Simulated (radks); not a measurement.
The numbers below are computed, except where a source is named.
Removal energies from the rhodium ion Rh10+, [Ar] 3d10 4s2 4p(1/2: 2, 3/2: 3), by Delta-SCF beside the eigenvalue of the level emptied. Code: a radial shooting solver on a logarithmic mesh with Libxc functionals. Model: Dirac Kohn-Sham, relativistic LDA (MacDonald-Vosko exchange, VWN5 correlation), spin-unpolarised, spherical densities, finite nucleus; Fermi nuclear charge, rms radius of each element as measured or else 0.836 A^(1/3) + 0.57 fm. Sub-shells are occupied by j as written (lower j first in brackets).

removed from,final configuration,Delta-SCF (eV),-eigenvalue (eV)
4p3/2,"[Ar] 3d10 4s2 4p(1/2: 2, 3/2: 2)",230.52,219.03
4p1/2,"[Ar] 3d10 4s2 4p(1/2: 1, 3/2: 3)",235.83,224.12
4s1/2,"[Ar] 3d10 4s1 4p(1/2: 2, 3/2: 3)",268.04,255.89
3d5/2,"[Ar] 3d(3/2: 4, 5/2: 5) 4s2 4p(1/2: 2, 3/2: 3)",516.44,490.53
